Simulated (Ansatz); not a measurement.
```xyz
13

N     1.490   -0.122   -1.243
Si    0.025    0.677   -1.548
F     0.129    2.090   -0.804
S    -1.600   -0.504   -0.879
Si   -0.907   -0.965    1.088
N    -0.389    0.428    1.879
F    -2.189   -1.656    1.745
H     2.373    0.360   -1.278
H     1.584   -1.113   -1.385
H    -0.292    1.015   -2.953
H     0.162   -1.982    1.142
H    -0.741    1.348    1.679
H     0.354    0.423    2.556
```

Charge 0, multiplicity 1.

Question: List the B3LYP/def2-TZVPP orbital energies in eV (Ansatz 0.2.0). (Estimate.)

Answer: The calculation gave: Occupied: -2417.57, -1800.50, -1800.41, -671.45, -671.20, -389.46, -389.33, -215.65, -160.16, -160.11, -160.04, -144.82, -144.73, -100.20, -100.16, -100.10, -100.09, -100.06, -100.02, -32.44, -32.19, -23.72, -23.57, -19.90, -15.41, -14.87, -14.11, -13.98, -12.97, -12.89, -12.53, -12.28, -12.16, -11.83, -10.81, -10.25, -9.44, -9.00, -7.90, -7.68, -7.60. Lowest empty: 0.19, 0.43, 0.62, 0.73, 0.90, 1.73, 1.99, 2.26.

B3LYP here is the variant with VWN-RPA as its local correlation; programs differ in this.
